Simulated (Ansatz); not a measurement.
Reaction (SMILES): ClBr (Cl-Br) → Br atom + Cl atom
B3LYP-D3(BJ)/def2-TZVP geometries, fixed; electronic energies without zero-point terms.

Energies in hartree at HF with Ansatz (a program for electronic structure); the atomisation energy is their sum with the coefficients shown, times 627.509 kcal/mol a hartree. All functions are spherical. Open shells are unrestricted. No added dispersion term, no relativity.

```json
[
 {"species": "ClBr (Cl-Br)", "coefficient": "-1", "part": "Hartree-Fock", "cc-pV(D+d)Z": "-3031.86016", "cc-pV(T+d)Z": "-3031.95781", "cc-pV(Q+d)Z": "-3031.96489"},
 {"species": "Br atom", "coefficient": "+1", "part": "Hartree-Fock", "cc-pV(D+d)Z": "-2572.36837", "cc-pV(T+d)Z": "-2572.44509", "cc-pV(Q+d)Z": "-2572.44802"},
 {"species": "Cl atom", "coefficient": "+1", "part": "Hartree-Fock", "cc-pV(D+d)Z": "-459.47140", "cc-pV(T+d)Z": "-459.48556", "cc-pV(Q+d)Z": "-459.48916"}
]
```

**Question.** Predict the atomisation energy in cc-pV(5+d)Z (X = 5): let each Hartree-Fock step shrink by the ratio of the last two. Compare with the run.

**Answer.** 
- ClBr (Cl-Br): steps -0.09765 and -0.00708, ratio 0.073, so Hartree-Fock -3031.96541 (run: -3031.96599).
- Br atom: steps -0.07672 and -0.00293, ratio 0.038, so Hartree-Fock -2572.44813 (run: -2572.44835).
- Cl atom: steps -0.01416 and -0.00360, ratio 0.254, so Hartree-Fock -459.49007 (run: -459.48973).
Predicted 17.1 kcal/mol; the run in cc-pV(5+d)Z gives 17.5, a miss of -0.4. Keeping the value in cc-pV(Q+d)Z, 17.4, would miss by -0.1.
